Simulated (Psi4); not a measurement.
C$_{3}$H$_{5}$O (SMILES [CH2-]C(C)=O), charge -1, singlet, at a GFN2-xTB geometry (a gas-phase anion, which may not be bound at this level); Psi4 with PBE0/6-31G, TDDFT.

Psi4 was given this input:
```
memory 2 GB

molecule mol {
-1 1
O    -0.676534    0.120809    1.218495
C    -0.061269    0.128940    0.108473
C     0.326122    1.211839   -0.611460
C     0.290182   -1.256711   -0.499632
H     0.903076   -1.822173    0.205539
H     0.125148    2.217325   -0.269084
H     0.850117    1.122950   -1.554894
H     0.830138   -1.163729   -1.442472
H    -0.626420   -1.825252   -0.671333
symmetry c1
}

set {
  basis 6-31g
  reference rks
  puream true
  save_jk true
  tdscf_states [5]
  tdscf_tda false
  d_convergence 1e-8
}

energy('td-pbe0')
print_variables()
```

Output, abridged:

```
   => Loading Basis Set <=

    Name: 6-31G
    Role: ORBITAL
    Keyword: BASIS

         ---------------------------------------------------------
                                   SCF
               by Justin Turney, Rob Parrish, Andy Simmonett
                          and Daniel G. A. Smith
                              RKS Reference
         ---------------------------------------------------------

  ==> Geometry <==

    Molecular point group: c1
    Full point group: C1

    Geometry (in Angstrom), charge = -1, multiplicity = 1:

       Center              X                  Y                   Z               Mass
    ------------   -----------------  -----------------  -----------------  -----------------
         O           -0.640374324193     0.095232046828     1.153676751565    15.994914619570
         C           -0.025109324193     0.103363046828     0.043654751565    12.000000000000
         C            0.362281675807     1.186262046828    -0.676278248435    12.000000000000
         C            0.326341675807    -1.282287953172    -0.564450248435    12.000000000000
         H            0.939235675807    -1.847749953172     0.140720751565     1.007825032230
         H            0.161307675807     2.191748046828    -0.333902248435     1.007825032230
         H            0.886276675807     1.097373046828    -1.619712248435     1.007825032230
         H            0.866297675807    -1.189305953172    -1.507290248435     1.007825032230
         H           -0.590260324193    -1.850828953172    -0.736151248435     1.007825032230

  Running in c1 symmetry.

  Rotational constants: A =      0.35204  B =      0.31560  C =      0.17172 [cm^-1]
  Rotational constants: A =  10553.77845  B =   9461.47067  C =   5148.10838 [MHz]
  Nuclear repulsion =  112.003742608371610

  Charge       = -1
  Multiplicity = 1
  Electrons    = 32
  Nalpha       = 16
  Nbeta        = 16

  ==> Algorithm <==

  SCF Algorithm Type is DF.
  DIIS enabled.
  MOM disabled.
  Fractional occupation disabled.
  Guess Type is SAD.
  Energy threshold   = 1.00e-06
  Density threshold  = 1.00e-08
  Integral threshold = 1.00e-12

  ==> Primary Basis <==

  Basis Set: 6-31G
    Blend: 6-31G
    Number of shells: 30
    Number of basis functions: 46
    Number of Cartesian functions: 46
    Spherical Harmonics?: true
    Max angular momentum: 1

  ==> DFT Potential <==

   => LibXC <=

    Version 7.1.2
    S. Lehtola, C. Steigemann, M. J. T. Oliveira, and M. A. L. Marques,  SoftwareX 7, 1–5 (2018) (10.1016/j.softx.2017.11.002)

   => Composite Functional: PBE0 <=

    PBE0 Hyb-GGA Exchange-Correlation Functional

    C. Adamo and V. Barone,  J. Chem. Phys. 110, 6158 (1999) (10.1063/1.478522)
    M. Ernzerhof and G. E. Scuseria,  J. Chem. Phys. 110, 5029 (1999) (10.1063/1.478401)

    Deriv               =              1
    GGA                 =           TRUE
    Meta                =          FALSE

    Exchange Hybrid     =           TRUE
    MP2 Hybrid          =          FALSE

   => Exchange Functionals <=

    0.7500   Perdew, Burke & Ernzerhof

   => Exact (HF) Exchange <=

    0.2500               HF

   => Correlation Functionals <=

    1.0000   Perdew, Burke & Ernzerhof

   => LibXC Density Thresholds  <==

    XC_HYB_GGA_XC_PBEH:  1.00E-15

   => Molecular Quadrature <=

    Radial Scheme          =       TREUTLER
    Pruning Scheme         =           NONE
    Nuclear Scheme         =       TREUTLER

    Blocking Scheme        =         OCTREE
    BS radius alpha        =              1
    Pruning alpha          =              1
    Radial Points          =             75
    Spherical Points       =            302
    Total Points           =         192472
    Total Blocks           =           1503
    Max Points             =            256
    Max Functions          =             46
    Weights Tolerance      =       1.00E-15

   => Loading Basis Set <=

    Name: (6-31G AUX)
    Role: JKFIT
    Keyword: DF_BASIS_SCF

[...]
  @DF-RKS Final Energy:  -192.24828572129928
    Total Energy =                       -192.2482857212992826
[...]
**********                               WARNING                                **********
**********  Length-gauge rotatory strengths are **NOT** gauge-origin invariant  **********
******************************************************************************************

                                    Excitation Energy         Total Energy        Oscillator Strength             Rotatory Strength
     #   Sym: GS->ES (Trans)        au              eV              au          au (length)    au (velocity)    au (length)    au (velocity)
    ---- -------------------- --------------- --------------- --------------- --------------- --------------- --------------- ---------------
     1        A->A (1 A)       0.21161         5.75814        -192.03668       0.0008          0.0000         -0.0001         -0.0001
     2        A->A (1 A)       0.21314         5.79996        -192.03514       0.0013          0.0014          0.0007          0.0007
     3        A->A (1 A)       0.24113         6.56137        -192.00716       0.1836          0.1147         -0.0162         -0.0133
     4        A->A (1 A)       0.24231         6.59360        -192.00598       0.0140          0.0102          0.0125          0.0101
     5        A->A (1 A)       0.24350         6.62606        -192.00478       0.0515          0.0229          0.0038          0.0029

Contributing excitations and de-excitations
Only contributions with abs(coeff) > 1.00e-01 will be printed:

Excited State    1 (1 A):   0.21161 au   215.32 nm f = 0.0008
  Sums of squares: Xssq =  1.000237e+00; Yssq =  2.367776e-04; Xssq - Yssq =  1.000000e+00
     15a  ->  17a    -0.207963 ( 4.325%)
     16a  ->  18a     0.965052 (93.133%)
     16a  ->  19a     0.137536 ( 1.892%)

Excited State    2 (1 A):   0.21314 au   213.77 nm f = 0.0013
  Sums of squares: Xssq =  1.000543e+00; Yssq =  5.433271e-04; Xssq - Yssq =  1.000000e+00
     15a  ->  17a    -0.961549 (92.458%)
     15a  ->  21a    -0.136862 ( 1.873%)
     16a  ->  18a    -0.212068 ( 4.497%)

Excited State    3 (1 A):   0.24113 au   188.96 nm f = 0.1836
  Sums of squares: Xssq =  1.009656e+00; Yssq =  9.656062e-03; Xssq - Yssq =  1.000000e+00
     15a  ->  18a     0.524500 (27.510%)
     16a  ->  17a     0.763407 (58.279%)
     16a  ->  19a    -0.309305 ( 9.567%)
     16a  ->  21a    -0.133718 ( 1.788%)

Excited State    4 (1 A):   0.24231 au   188.04 nm f = 0.0140
  Sums of squares: Xssq =  1.000455e+00; Yssq =  4.550691e-04; Xssq - Yssq =  1.000000e+00
     15a  ->  18a    -0.355265 (12.621%)
     16a  ->  17a    -0.135500 ( 1.836%)
     16a  ->  18a     0.124257 ( 1.544%)
     16a  ->  19a    -0.907464 (82.349%)
     16a  ->  22a    -0.106486 ( 1.134%)

Excited State    5 (1 A):   0.24350 au   187.12 nm f = 0.0515
  Sums of squares: Xssq =  1.005926e+00; Yssq =  5.926343e-03; Xssq - Yssq =  1.000000e+00
     15a  ->  18a     0.769659 (59.238%)
     16a  ->  17a    -0.568345 (32.302%)
     16a  ->  19a    -0.207001 ( 4.285%)
     16a  ->  20a    -0.105181 ( 1.106%)
     16a  ->  21a     0.128039 ( 1.639%)

******************************************************************************************
**********                               WARNING                                **********
**********       The names of excited state variables changed between 1.5       **********
**********     and 1.6. For a quick solution, remove the symmetry specifier     **********
**********   from the variable name. For full details, see 'Notes on Psivars'   **********
**********                        in the documentation.                         **********
******************************************************************************************

  Variable Map:
  ----------------------------------------------------------------------------
[...]
  Array Variable Map:
  ----------------------------------------------------------------------------
[...]
[...]
```
